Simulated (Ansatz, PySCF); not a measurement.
Caution: the highest occupied level lies above zero, so the state may not be bound. This triplet is an excited state, 1.09 eV above the relaxed singlet at the level B3LYP/aug-cc-pVTZ // PBE0-D3(BJ)/def2-TZVPD (Ansatz, an electronic-structure program).

```xyz
8

C     -1.3256    -0.5031     0.0494
C     -0.6598     0.6390    -0.2651
Al     1.2531     0.9552    -0.3937
O      2.3994    -0.3494    -0.0509
H     -0.7993    -1.4237     0.2941
H     -2.4149    -0.5633     0.0711
H     -1.2931     1.5018    -0.4982
H      2.8402    -0.2564     0.7934
```

Charge -1, multiplicity 3.

Question: Give the Mulliken and meta-Löwdin atomic charges from PBE-D3(BJ)/def2-TZVPD // PBE0-D3(BJ)/def2-TZVPD (PySCF 2.14.0).

Answer: 
```csv
atom,Mulliken (e),meta-Löwdin (e)
C1,-0.72,-0.36
C2,-0.14,-0.40
Al3,-0.52,0.03
O4,-0.56,-0.81
H5,0.23,0.08
H6,0.20,0.07
H7,0.24,0.09
H8,0.26,0.30
```
